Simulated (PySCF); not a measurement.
# What a mistake does to a calculation on C2GeH7O cation

All numbers below are calculated, not measured. They come from PySCF 2.14.0, an open-source quantum chemistry program, on an isolated molecule that a program drew, which may never have been made. The molecule is C2GeH7O cation (charge +1, singlet), drawn as the SMILES string `[CH3][Ge+]([CH3])[OH]`.

Each row is a Hartree-Fock (HF) and frozen-core CCSD(T) single point in the cc-pVDZ basis, meant for a local HF minimum. Run 1 is clean. Each other run has one planted mistake out of seven kinds, and not every kind appears here: one electron removed, one electron added, multiplicity raised by two, geometry at a saddle point, minimal basis STO-3G, one bond length entered in bohr, all coordinates scaled. The reference is restricted for singlets and unrestricted otherwise, and also for a bond in bohr. Adding or removing an electron swaps singlet and doublet. Electrons count all cores. HOMO and LUMO are orbital energies over both spins, the gradient is its largest component, and the lowest frequency (negative if imaginary) is given only where the gradient is small. Bond lengths are over the 10 bonds as drawn. T1 is the CCSD diagnostic: over 0.02 (restricted) or 0.045 (unrestricted) a single reference is doubtful. Germanium has the cc-pVDZ-PP basis, with a core potential (ECP10MDF) in place of its 10 inner electrons, and its 3s, 3p and 3d shells are frozen in CCSD(T).

Geometry of the clean run:
```xyz
11
C2GeH7O cation, angstrom
C    -1.3114    0.4523    1.1984
Ge   -0.4207   -0.5065   -0.2049
C     0.1574    0.0677   -1.9340
O    -0.0469   -2.1557    0.0619
H    -2.2443   -0.0612    1.4403
H    -1.5166    1.4745    0.8842
H    -0.6699    0.4548    2.0825
H     0.6436   -0.7661   -2.4372
H    -0.7106    0.4068   -2.5031
H     0.8484    0.9051   -1.8189
H    -0.2655   -2.6039    0.8718
```

| run | electrons | basis functions | <S^2> | HOMO (eV) | LUMO (eV) | gradient (hartree/bohr) | lowest frequency (cm^-1) | mean bond (Å) | longest bond (Å) | T1 | HF (hartree) | CCSD(T) (hartree) | mistake |
|---|---|---|---|---|---|---|---|---|---|---|---|---|---|
| 1 | 58 | 100 | 0.000 | -17.59 | -3.90 | 2.3e-05 | 21 | 1.3039 | 1.919 | 0.0149 | -447.84025 | -448.45637 | no fault |
| 2 | 58 | 100 | 0.703 | -16.74 | -3.98 | 2.1e-02 | - | 1.4007 | 2.057 | 0.0563 | -447.70471 | -448.32016 | one bond length entered in bohr |
| 3 | 59 | 100 | 0.770 | -5.43 | 3.38 | 5.5e-02 | - | 1.3039 | 1.919 | 0.0121 | -448.01118 | -448.63720 | one electron added |
| 4 | 58 | 100 | 0.000 | -17.85 | -3.70 | 3.0e-02 | - | 1.2635 | 1.859 | 0.0135 | -447.82936 | -448.43719 | ? |

**Which mistake was planted in run 4, and what did it cost?**

The mean and the longest bond both change by the same factor, 0.969, and the gradient is no longer small. So the mistake is: all coordinates scaled. Subtracting run 1 and multiplying by 627.51 kcal/mol a hartree, the energy moved by 6.8 kcal/mol in HF and 12.0 kcal/mol in CCSD(T).

Cautions from the logs. Run 2: T1 is over the limit, so its CCSD(T) energy is less reliable.
